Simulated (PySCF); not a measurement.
A structure optimised at PBE-D3(BJ)/def2-SVP, used in a PySCF frequency run:

```xyz
9

C     -0.2292    -1.9929     0.0000
C      0.1531    -0.8094     0.0000
C      0.5641     0.5064     0.0000
C     -0.3669     1.6789     0.0000
H     -0.5557    -3.0229     0.0000
H      1.6508     0.7067     0.0000
H     -0.1970     2.3278    -0.8885
H     -0.1970     2.3278     0.8885
H     -1.4272     1.3626     0.0000
```
Charge 0, spin multiplicity 2.

Question: Write its SMILES, formula and point group.

Answer: C#C[CH]C, C4H5, Cs

Question: What are its rotational constants (standard atomic weights)?

Answer: 38.512, 4.3434, 4.0016 GHz
